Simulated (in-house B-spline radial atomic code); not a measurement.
Response of Al3+ as one setting changes: the radius of a hard wall (bohr). Method: LDA VWN5. A dash marks a strongly mixed or unbound state. A box has no continuum, so excitations may lie above minus the highest level. Computed with a B-spline radial code for spherical atoms: linear response of the closed shell [He] 2s2 2p6 with the functional's adiabatic kernel; non-relativistic, point nucleus, no spin-orbit coupling, no double excitations, S, P, D and F terms only. Only terms of natural parity with L up to 3 were computed.

```tsv
radius of a hard wall (bohr)	lowest 1P (eV)	lowest 3P, Tamm-Dancoff (eV)	minus highest occupied level (eV)	α (bohr³)
2.5	2p → 3s 87.66	2p → 3s 86.17	103.95	0.269
3	?	?	?	?
3.5	?	?	?	?
4	2p → 3s 73.27	2p → 3s 72.53	104.23	0.2834
4.5	2p → 3s 72.71	2p → 3s 72.02	104.23	0.2835
5.5	2p → 3s 72.42	2p → 3s 71.77	104.23	0.2835
6.5	2p → 3s 72.39	2p → 3s 71.74	104.23	0.2835
8	2p → 3s 72.39	2p → 3s 71.73	104.23	0.2835
10	2p → 3s 72.39	2p → 3s 71.73	104.23	0.2835
15	2p → 3s 72.39	2p → 3s 71.73	104.23	0.2835
```

Q: What belongs in the row for 3?

A: lowest 1P (eV): 2p → 3s 78.34; lowest 3P, Tamm-Dancoff (eV): 2p → 3s 77.28; minus highest occupied level (eV): 104.20; α (bohr³): 0.2805.

Q: What belongs in the row for 3.5?

A: lowest 1P (eV): 2p → 3s 74.70; lowest 3P, Tamm-Dancoff (eV): 2p → 3s 73.86; minus highest occupied level (eV): 104.23; α (bohr³): 0.283.
